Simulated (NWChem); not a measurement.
System: BI2 cation

Input file for NWChem:

```
start job
memory heap 200 mb stack 900 mb global 1100 mb
charge 1
geometry units angstroms noautosym nocenter noautoz
  I     -1.986361    -0.022807     0.020597
  B      0.000003     0.000005    -0.000000
  I      1.986358     0.022809    -0.020597
end
basis spherical
  I library def2-svp
  B library def2-svp
end
ecp
  I library def2-ecp
end
dft
  xc b3lyp
  iterations 150
end
tddft
  nroots 8
  notriplet
end
task tddft energy
```

Excerpt of the output:

```
             Northwest Computational Chemistry Package (NWChem) 7.3.0
             --------------------------------------------------------

                             Geometry "geometry" -> ""
                             -------------------------

 Output coordinates in angstroms (scale by  1.889725989 to convert to a.u.)

  No.       Tag          Charge          X              Y              Z
 ---- ---------------- ---------- -------------- -------------- --------------
    1 I                   53.0000    -1.98636100    -0.02280700     0.02059700
    2 B                    5.0000     0.00000300     0.00000500     0.00000000
    3 I                   53.0000     1.98635800     0.02280900    -0.02059700

 Effective nuclear repulsion energy (a.u.)     515.2999204779

                                 NWChem DFT Module
                                 -----------------

 Summary of "ao basis" -> "ao basis" (spherical)
 ------------------------------------------------------------------------------
       Tag                 Description            Shells   Functions and Types
 ---------------- ------------------------------  ------  ---------------------
 I                          def2-svp                10       26   4s4p2d
 B                          def2-svp                 6       14   3s2p1d

            General Information
            -------------------
          SCF calculation type: DFT
          Wavefunction type:  closed shell.
          No. of atoms     :     3
          No. of electrons :    54
           Alpha electrons :    27
            Beta electrons :    27
          Charge           :     1
          Spin multiplicity:     1
          Use of symmetry is: off; symmetry adaption is: off
          Maximum number of iterations: 150
          AO basis - number of functions:    66
                     number of shells:    26
          Convergence on energy requested:  1.00D-06
          Convergence on density requested:  1.00D-05
          Convergence on gradient requested:  5.00D-04

              XC Information
              --------------
                         B3LYP Method XC Potential
                     Hartree-Fock (Exact) Exchange  0.200
                        Slater Exchange Functional  0.800 local
                    Becke 1988 Exchange Functional  0.720 non-local
              Lee-Yang-Parr Correlation Functional  0.810
                  VWN I RPA Correlation Functional  0.190 local

             Grid Information
             ----------------
          Grid used for XC integration:  medium
          Radial quadrature: Mura-Knowles
          Angular quadrature: Lebedev.
          Tag              B.-S. Rad. Rad. Pts. Rad. Cut. Ang. Pts.
          ---              ---------- --------- --------- ---------
          I                   1.40      123          11.0       590
          B                   0.85       49           8.0       434
          Grid pruning is: on
          Number of quadrature shells:   295
          Spatial weights used:  Erf1

      Superposition of Atomic Density Guess
      -------------------------------------

 Sum of atomic energies:        -718.75823442

 Renormalizing density from      55.00 to     54

      Non-variational initial energy
      ------------------------------

 Total energy =    -615.257240
 1-e energy   =   -1341.343865
 2-e energy   =     576.251419
 HOMO         =      -0.631934
 LUMO         =      -0.258364

   convergence    iter        energy       DeltaE   RMS-Dens  Diis-err
 ---------------- ----- ----------------- --------- --------- ---------
 d= 0,ls=0.0,diis     1   -620.0057659702 -7.70D+02  3.38D-02  1.19D+00
 d= 0,ls=0.0,diis     2   -619.3995795003  6.06D-01  2.75D-02  4.84D+00
 d= 0,ls=0.0,diis     3   -620.1181393834 -7.19D-01  5.69D-03  1.30D-01
 d= 0,ls=0.0,diis     4   -620.1406891093 -2.25D-02  1.08D-03  8.73D-03
 d= 0,ls=0.0,diis     5   -620.1422132189 -1.52D-03  1.84D-04  1.69D-04
  Resetting Diis
 d= 0,ls=0.0,diis     6   -620.1422405857 -2.74D-05  2.02D-05  2.45D-06
 d= 0,ls=0.0,diis     7   -620.1422410301 -4.44D-07  4.04D-06  1.06D-08

[...]

                                NWChem TDDFT Module
                                -------------------

            General Information
            -------------------
           No. of orbitals :     132
            Alpha orbitals :      66
             Beta orbitals :      66
        Alpha frozen cores :       0
         Beta frozen cores :       0
     Alpha frozen virtuals :       0
      Beta frozen virtuals :       0
         Spin multiplicity :       1
    Number of AO functions :      66
        Use of symmetry is : off
      Symmetry adaption is : off
         Schwarz screening :  0.10D-07

              XC Information
              --------------
                  B3LYP Method XC Potential
              Hartree-Fock (Exact) Exchange   0.20
                 Slater Exchange Functional   0.80 local
             Becke 1988 Exchange Functional   0.72 non-local
       Lee-Yang-Parr Correlation Functional   0.81
           VWN I RPA Correlation Functional   0.19 local

             TDDFT Information
             -----------------
          Calculation type : TDDFT
         Wavefunction type : Restricted singlets
          No. of electrons :      54
           Alpha electrons :      27
            Beta electrons :      27
              No. of roots :       8
          Max subspacesize :    5600
            Max iterations :     100
               Target root :       1
           Target symmetry : none
      Symmetry restriction : off
                 Algorithm : Optimal
        Davidson threshold :  0.10D-03

    8 smallest eigenvalue differences (eV)
--------------------------------------------------------
  No. Spin  Occ  Vir  Irrep   E(Occ)    E(Vir)   E(Diff)
--------------------------------------------------------
    1    1   27   28 a        -0.496    -0.297     5.420
    2    1   27   29 a        -0.496    -0.297     5.420
    3    1   26   28 a        -0.496    -0.297     5.420
    4    1   26   29 a        -0.496    -0.297     5.420
    5    1   25   28 a        -0.539    -0.297     6.591
    6    1   25   29 a        -0.539    -0.297     6.591
    7    1   24   28 a        -0.539    -0.297     6.591
    8    1   24   29 a        -0.539    -0.297     6.591
--------------------------------------------------------

  Entering Davidson iterations
  Restricted singlet excited states

  Iter   NTrls   NConv    DeltaV     DeltaE      Time
  ----  ------  ------  ---------  ---------  ---------
    1      8       0     0.37E+00   0.10+100        5.9
    2     24       0     0.71E-01   0.70E-01        9.3
    3     40       1     0.18E-01   0.20E-02        9.3
    4     54       6     0.37E-02   0.13E-03        8.5
    5     58       6     0.75E-01   0.36E-01        4.1
    6     62       6     0.19E-01   0.23E-02        4.1
    7     66       7     0.46E-02   0.20E-03        4.1
    8     68       7     0.14E-02   0.69E-05        3.2
    9     70       7     0.64E-03   0.42E-06        3.2
   10     72       7     0.24E-03   0.72E-07        3.2
   11     74       8     0.87E-04   0.92E-08        3.1
  ----  ------  ------  ---------  ---------  ---------
  Convergence criterion met

  Ground state a        -620.142241030145 a.u.

  ----------------------------------------------------------------------------
  Root   1 singlet a              0.153688955 a.u.                4.1821 eV
  ----------------------------------------------------------------------------
     Transition Moments    X  0.00000   Y -0.00000   Z -0.00000
     Dipole Oscillator Strength                    0.0000000000
     Electric Quadrupole                           0.0000000000
     Magnetic Dipole                               0.0000000000
     Total Oscillator Strength                     0.0000000000

     Occ.   26  a   ---  Virt.   29  a   -0.70677 X
     Occ.   27  a   ---  Virt.   28  a    0.70677 X
  ----------------------------------------------------------------------------
  Root   2 singlet a              0.159924955 a.u.                4.3518 eV
  ----------------------------------------------------------------------------
     Transition Moments    X  0.00000   Y  0.00000   Z  0.00000
     Dipole Oscillator Strength                    0.0000000000
     Electric Quadrupole                           0.0000000000
     Magnetic Dipole                               0.0000000000
     Total Oscillator Strength                     0.0000000000

     Occ.   26  a   ---  Virt.   29  a   -0.70696 X
     Occ.   27  a   ---  Virt.   28  a   -0.70696 X
  ----------------------------------------------------------------------------
  Root   3 singlet a              0.159924959 a.u.                4.3518 eV
  ----------------------------------------------------------------------------
     Transition Moments    X  0.00000   Y -0.00000   Z  0.00000
     Dipole Oscillator Strength                    0.0000000000
     Electric Quadrupole                           0.0000000000
     Magnetic Dipole                               0.0000000000
     Total Oscillator Strength                     0.0000000000

     Occ.   26  a   ---  Virt.   28  a   -0.70696 X
     Occ.   27  a   ---  Virt.   29  a    0.70696 X
  ----------------------------------------------------------------------------
  Root   4 singlet a              0.190559117 a.u.                5.1854 eV
  ----------------------------------------------------------------------------
     Transition Moments    X  0.00000   Y -0.00000   Z  0.00000
     Dipole Oscillator Strength                    0.0000000000
     Electric Quadrupole                           0.0000000000
     Magnetic Dipole                               0.0000000000
     Total Oscillator Strength                     0.0000000000

[...]
```

Level: B3LYP/def2-SVP with def2 effective core potentials on I, full TDDFT. The geometry was optimised at PBE-D3(BJ)/def2-SVP. def2 effective core potentials on I; no spin-orbit coupling.
